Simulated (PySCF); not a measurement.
**F²⁺: interval between two levels**

F²⁺ [He] 2s2 2p3 [4S3/2, M_J = 3/2] → F²⁺ [He] 2s1 2p4 [4P5/2, M_J = 5/2], as a difference of total energies. Calculation: PySCF 2.14, in x2c-TZVPall-2c (5s3p2d1f, 31 functions); the two-component X2C-1e Hamiltonian. Correlated levels: 1s2 frozen. "Screened" scales the spin-orbit matrix elements by Boettger's factors to mimic the two-electron term; Breit and QED terms are absent.

```csv
method,interval between two levels (cm⁻¹)
GHF (spin-free),153150
GMP2 (spin-free),153160
GHF (screened spin-orbit),152960
GMP2 (screened spin-orbit),152970
```

The labels give the starting determinants; with spin-orbit coupling the two ends relaxed to ⟨J²⟩ = 3.75, ⟨L²⟩ = 0.00, ⟨S²⟩ = 3.75 and ⟨J²⟩ = 8.75, ⟨L²⟩ = 2.00, ⟨S²⟩ = 3.75.
